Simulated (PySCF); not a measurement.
Structure from 2D NMR

Compound of formula C$_{6}$H$_{11}$B. Correlations simulated from computed shifts and couplings:

HSQC (one-bond C–H):
```
  δH    δC  ¹J(C,H) (Hz)
1.39  22.9           174
1.29  22.9           169
1.16  27.8           161
0.64   8.0           169
0.54   7.1           169
0.47  32.9           168
0.33   8.0           168
0.06   7.1           168
0.01  17.8           165
```

COSY cross peaks (|J| ≥ 2 Hz):
```
  δH    δH  abs. J (Hz)  bonds
6.78  1.16          8.1      3
1.39  1.29          3.8      2
1.39  1.16          6.8      3
1.39  0.47          9.0      3
1.29  1.16          9.5      3
1.29  0.47          6.0      3
1.16  0.47          4.8      3
0.64  0.54         10.3      3
0.64  0.33          5.7      2
0.64  0.06          6.8      3
0.64  0.01          9.3      3
0.54  0.33          6.6      3
0.54  0.06          5.6      2
0.54  0.01          9.3      3
0.47  0.01         10.4      3
0.33  0.06         10.7      3
0.33  0.01          5.4      3
0.06  0.01          5.6      3
```

HMBC (two and three bonds, |J| ≥ 2.5 Hz):
```
  δH       δC [abs. J in Hz]
6.78  27.8 [5.1], 22.9 [4.0]
1.39              17.8 [4.1]
1.29  27.8 [2.6], 17.8 [6.0]
1.16              17.8 [6.9]
0.64              32.9 [4.3]
0.54              32.9 [3.2]
0.47               8.0 [2.6]
0.33              32.9 [6.9]
0.06              32.9 [7.4]
0.01              22.9 [2.6]
```

Theoretical values (PySCF): σ from GIAO-PBE0/pcSseg-1, spin–spin couplings from B3LYP/pcJ-1 (spin–dipole term only in couplings to heteroatoms), structure optimised with PBE0-D3(BJ)/def2-SVP. A single conformation, isolated molecule, one averaged value for each set of equivalent atoms, non-relativistic.

Shifts are taken against calculated references (same method and geometry level): TMS for ¹H, ¹³C.

Exchangeable hydrogens are left out of these lists, and C,H couplings along chains are those of one rotamer, so weak HMBC peaks may be missing or extra.

Problem. Which molecule is this?

Solution. `B[C@@H]1C[C@H]1C1CC1`.

Mapped SMILES: `[BH2:1][C@@H:2]1[CH2:3][C@H:4]1[CH:5]1[CH2:6][CH2:7]1`. Each H is labelled by its parent atom. Ha(C3) is cis to B1 on the ring; Ha(C6), Ha(C7) are cis to C4 on the ring; Hb(C3) is trans to B1 on the ring; Hb(C6), Hb(C7) are trans to C4 on the ring.

1. δC 32.9 is C4, a three-membered-ring carbon (δH 0.47).
2. δC 27.8 is C2, a three-membered-ring carbon (δH 1.16).
3. δC 22.9 is C3, a three-membered-ring carbon (δH 1.29, 1.39).
4. δC 17.8 is C5, a three-membered-ring carbon (δH 0.01).
5. δC 8.0 is C6, a three-membered-ring carbon (δH 0.33, 0.64).
6. δC 7.1 is C7, a three-membered-ring carbon (δH 0.54, 0.06).
7. COSY links 6.78–1.16, 1.39–1.29, 1.39–1.16, 1.39–0.47, 1.29–1.16, 1.29–0.47.

The shifts were computed for this structure.

Hydrogens on boron are broadened and split by ¹¹B (spin 3/2, 80 %) and 10B (spin 3). A carbon bonded to boron is broadened by the quadrupolar boron nucleus and is often missing from a measured spectrum. Unscaled 3J(H,H) at this level run about 10 % above measured values. Shifts are as computed. Against solution values, carbons near 30 ppm lie about +2 ppm off and those near 130 ppm about +5 ppm. Of 1313 compounds with measured shifts, 239 miss one by over three times the rms of a fit or turn the order of signals round; such compounds aren't used in these exercises. 3J across rotatable bonds or in flexible rings reflects this conformer alone.
